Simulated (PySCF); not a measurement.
C4H8OPSi (doublet state).
Structure used (GFN2-xTB), in Å, numbered top down from 1:
```
atom  x, y, z in Å
P1     2.7164   -0.7651   -0.8895
Si2    0.9607   -0.2036    0.3708
C3    -0.6163   -1.1682   -0.0910
C4    -1.7933   -0.2691    0.0378
C5    -1.7366    1.1024   -0.0421
C6    -0.5895    1.8567   -0.1241
O7     0.6548    1.3453   -0.0699
H8     2.9761   -1.9202   -0.1760
H9     3.6205   -0.0258   -0.1508
H10    1.1415   -0.2147    1.8322
H11   -0.5368   -1.5089   -1.1316
H12   -0.7695   -2.0681    0.5063
H13   -2.7589   -0.7382    0.1588
H14   -2.6658    1.6542   -0.0322
H15   -0.6075    2.9312   -0.2206
```

The hyperfine couplings belong to this conformer and change with its torsions.

As a line formula: `P[Si@@H]1C[CH]C=CO1` [radical].

Method: UKS B3LYP, pcH-1 on C H O P Si, non-relativistic, mean-field spin-orbit, GIAO in PySCF. Geometry: GFN2-xTB, one conformer, isolated molecule. The geometry wasn't refined by DFT: couplings that depend on bond lengths, twists or pyramidal angles can differ widely from those at the functional's own minimum. The SCF solution wasn't tested for stability.

The largest Mulliken spin populations are on C4 (+0.64), C6 (+0.57) and C5 (-0.23). The positive populations add up to 1.35 and the negative ones to -0.35, together 2S = 1. The angles at C4 add up to 359.9°, so it is planar; its axial dipolar tensor and the negative coupling of its proton fit spin in a p orbital normal to that plane.

(1) McConnell's relation a(H) = Q·ρ ties the coupling of a proton on a planar π carbon to the spin population of that carbon. What Q do the computed values give?

(2) Leave H13 and its like out of the fit. How well does the relation then predict its coupling?

(3) How do the β-proton couplings of this frozen conformer go with θ, the angle between the C–H bond and the normal to the plane of the spin centre's three neighbours, both seen down the bond from centre to carbon?

Results:

(1) 
| H | C | ρ(C) | a(H) (G) | a/ρ (G) |
| --- | --- | --- | --- | --- |
| H13 | C4 | +0.638 | -14.45 | -22.7 |
| H14 | C5 | -0.232 | +3.94 | -17.0 |
| H15 | C6 | +0.571 | -14.87 | -26.0 |

A least-squares line through the origin gives Q = -23.7 G with Mulliken populations. In every row coupling and population have opposite signs. Where ρ is negative the coupling is positive.

(2) The other protons give Q = -24.7 G, so a = -24.7 × 0.638 ≈ -15.78 G, against the computed -14.45 G.

(3) 
| β H | on | centre | θ (°) | cos²θ | a (G) |
| --- | --- | --- | --- | --- | --- |
| H11 | C3 | C4 | 6 | 0.99 | +32.59 |
| H12 | C3 | C4 | 58 | 0.28 | +9.57 |

Couplings in gauss use g_iso = 2.0029.
